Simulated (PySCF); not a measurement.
## Se+ (selenium, charge +1) across methods

[Ar] 3d10 4s2 4p3, high-spin 4S determinant. Calculation: PySCF 2.14, in aug-cc-pVTZ-PP with one added diffuse shell each of s, d, f type with ECP10MDF (7s5p5d3f, 68 functions); scalar relativity through the core potential. The B2PLYP total includes its PT2 part (frozen core); its orbital energies are those of the SCF part.

| method | E (hartree) | mean ε 4s α (eV) | mean ε 4s β (eV) | mean ε 4p α (eV) | Σ⟨r²⟩ (bohr²) | ⟨S²⟩ |
| --- | --- | --- | --- | --- | --- | --- |
| PBE | -372.7688 | -27.811 | -25.013 | -16.356 | 30.39 | 3.750 |
| CAM-B3LYP | -372.7509 | -31.846 | -28.051 | -19.030 | 30.37 | 3.750 |
| r2SCAN | -372.6500 | -28.878 | -25.098 | -16.889 | 30.15 | 3.751 |
| PBE0 | -372.7420 | -30.241 | -26.175 | -17.809 | 30.30 | 3.751 |
| LDA | -372.2134 | -27.959 | -25.516 | -16.382 | 30.37 | 3.750 |
| UHF | -371.54869 | -36.657 | -28.221 | -21.425 | 30.49 | 3.751 |
| r2SCANh | -372.6503 | -29.719 | -25.552 | -17.402 | 30.15 | 3.751 |
| B2PLYP | -372.3856 | -32.530 | -27.250 | -18.982 | 30.38 | 3.751 |
| BP86 | -372.9223 | -27.880 | -25.253 | -16.395 | 30.31 | 3.750 |

Energies and moments cover only the electrons outside the core potential.
